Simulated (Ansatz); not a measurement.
Relaxation of AlClFH₂N (6 atoms, charge 0, multiplicity 1), to a largest force component of 0.02 eV/Å in at most 40 steps.

Computed with RKS CAM-B3LYP-D4/def2-SVP in Ansatz 0.2.0.

```xyz
6
Properties=species:S:1:pos:R:3
Al 0.000 0.000 0.000
Cl 0.000 0.000 2.230
N 1.663 0.000 -0.960
H 2.129 -0.918 -1.212
H 2.114 0.918 -1.238
F -1.464 0.000 -0.845
```

Q: Where does it end, and by what steps?

A: The forces met the threshold. After 11 steps the energy has fallen by 0.960 eV; H5 moved furthest, 1.03 Å.

```
step  energy less start (eV)  largest force component (eV/Å)  accepted
   0                  0.0000                           2.076       yes
   1                 -0.5598                           1.057       yes
   2                 -0.6259                           0.538       yes
   3                 -0.6342                           0.173       yes
   4                 -0.6601                           0.449       yes
   5                 -0.6844                           1.330       yes
   6                 -0.8228                           0.621       yes
   7                 -0.8928                           0.418       yes
   8                 -0.9239                           0.835       yes
   9                 -0.9592                           0.101       yes
  10                 -0.9598                           0.113       yes
  11                 -0.9604                           0.009       yes
```

```xyz
6
Properties=species:S:1:pos:R:3
Al 0.075 0.044 0.002
Cl -0.011 -0.517 2.004
N 1.569 -0.014 -0.901
H 2.460 -0.315 -0.523
H 1.665 0.249 -1.875
F -1.314 0.554 -0.733
```

Whether the end is a true minimum wasn't checked by a vibrational analysis.

Run time: 34 s on 2 threads of AMD EPYC 7R43 64-Core Processor (Zen 3), on a shared host, peak memory 0.18 GiB.
